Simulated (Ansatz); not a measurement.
Born–Oppenheimer molecular dynamics of C₃H₁₃N₃Si (20 atoms, charge 0, multiplicity 1). It starts from a relaxed structure.

The calculation used RKS PBE/STO-3G in Ansatz 0.2.0.

| Property | Result |
| --- | --- |
| ensemble | NVE (velocity Verlet) |
| time step | 0.5 fs |
| steps asked | 200 |
| starting velocities drawn for | 300 K |
| seed | 870039 |

First frame:

```xyz
20
Properties=species:S:1:pos:R:3
Si 0.080 0.015 -0.050
C -0.126 0.065 1.826
H -1.189 0.073 2.120
H 0.344 -0.816 2.295
H 0.347 0.966 2.250
N 1.807 0.307 -0.421
H 2.375 -0.409 0.122
H 1.976 0.008 -1.427
N -0.733 1.287 -1.010
C -2.224 1.363 -0.878
H -2.656 0.344 -0.965
H -2.580 1.808 0.086
H -2.644 1.985 -1.700
C -0.124 2.653 -0.886
H -0.406 3.278 -1.763
H -0.439 3.206 0.034
H 0.980 2.535 -0.863
N -0.500 -1.589 -0.605
H -1.396 -1.826 -0.088
H -0.826 -1.498 -1.612
```

How far do the bonds stretch over the last three quarters of this one trajectory? (Pairs bonded in most of those frames.)


| bond | mean (Å) | spread (Å) | shortest | longest |
| --- | --- | --- | --- | --- |
| Si1–C2 | 1.893 | 0.028 | 1.84 | 1.94 |
| Si1–N6 | 1.799 | 0.018 | 1.76 | 1.82 |
| Si1–N9 | 1.805 | 0.016 | 1.78 | 1.83 |
| Si1–N18 | 1.789 | 0.014 | 1.77 | 1.81 |
| C2–H3 | 1.104 | 0.015 | 1.08 | 1.13 |
| C2–H4 | 1.103 | 0.008 | 1.09 | 1.12 |
| C2–H5 | 1.102 | 0.007 | 1.09 | 1.12 |
| N6–H7 | 1.065 | 0.019 | 1.03 | 1.10 |
| N6–H8 | 1.065 | 0.013 | 1.04 | 1.10 |
| N9–C10 | 1.501 | 0.013 | 1.48 | 1.52 |
| N9–C14 | 1.508 | 0.012 | 1.48 | 1.53 |
| C10–H11 | 1.114 | 0.026 | 1.07 | 1.16 |
| C10–H12 | 1.128 | 0.048 | 1.04 | 1.22 |
| C10–H13 | 1.115 | 0.023 | 1.07 | 1.15 |
| C14–H15 | 1.114 | 0.013 | 1.09 | 1.14 |
| C14–H16 | 1.120 | 0.011 | 1.10 | 1.14 |
| C14–H17 | 1.111 | 0.007 | 1.10 | 1.12 |
| N18–H19 | 1.062 | 0.023 | 1.03 | 1.10 |
| N18–H20 | 1.063 | 0.017 | 1.03 | 1.10 |

Mean temperature of the second half: 146 K. The conserved energy stayed within 0.34 meV per atom of its start (net change 0.22 meV per atom), so the integration is sound. Over the second half the temperature averaged 0.49 of the 300 K drawn at the start: a run that starts near a minimum puts about half its kinetic energy into the potential. A run of 0.1 ps of so small a system gives no equilibrium averages. Limits of this set-up: minimal basis.

The run took 43 min on 1 thread of AMD EPYC (Zen 3) (shared host), peak memory 0.12 GiB.
